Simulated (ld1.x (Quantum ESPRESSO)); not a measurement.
Values are calculated unless marked as measured or tabulated.
**Hardness and transferability of assorted potentials**

Generated with ld1.x 7.5 (TM, RRKJ, ultrasoft, PAW), atompaw 4.2 or ONCVPSP 4.0.1. The cutoff is in Ry: for ld1.x and atompaw files where the sum of valence levels is converged to 10 mRy in a Bessel basis, for ONCV files where the hardest occupied wave has 1 mHa per electron of residual kinetic energy. The error is the largest all-electron minus pseudo excitation energy over each file’s own four to seven test configurations (ionisations up to +4, promotions, holes and added fractions of an electron), all of which were solved. The labels leave out finer settings (local radius, basis sizes, second energies), which also bear on the numbers. Spin-polarised tests are not counted. The rows are a selection from randomly drawn settings: files with unsolved tests, undetermined cutoffs or missed reference levels are left out.

| element | potential | cutoff (Ry) | largest error (meV) | bound ghosts |
| --- | --- | --- | --- | --- |
| Li | PAW, LDA (PZ), scalar-relativistic, rc 1.00/4.40 (sp), local smoothed, core correction no, reference 1s2 2s1 2p0 | 50 | -82 | none |
| O | TM, PBE, non-relativistic, rc 0.70/1.00 (sp), local s, core correction yes, reference 2s2 2p2 | 140 | +321 | none |
| O | RRKJ, LDA (PZ), non-relativistic, rc 0.95/0.90/0.75 (spd), local p, core correction yes, reference 2s2 2p4 | 140 | -18 | none |
| Ne | ultrasoft, LDA (PZ), non-relativistic, rc 0.55/1.45 (sp), local smoothed, core correction yes, reference 2s2 2p6 | 120 | +901 | none |

Problem. Fill in the row for Li: RRKJ, PBEsol, non-relativistic, rc 0.65/4.20 (sp), local s, core correction no, reference 1s2 2s0 2p1.

Solution. cutoff 180 Ry, largest error +137 meV, bound ghosts: none.

Problem. Fill in the row for Pt: RRKJ, PBEsol, scalar-relativistic, rc 2.30/3.35/2.20 (spd), local s, core correction yes, reference 5d9 6s1 6p0.

Solution. cutoff 35 Ry, largest error -879 meV, bound ghosts: none.
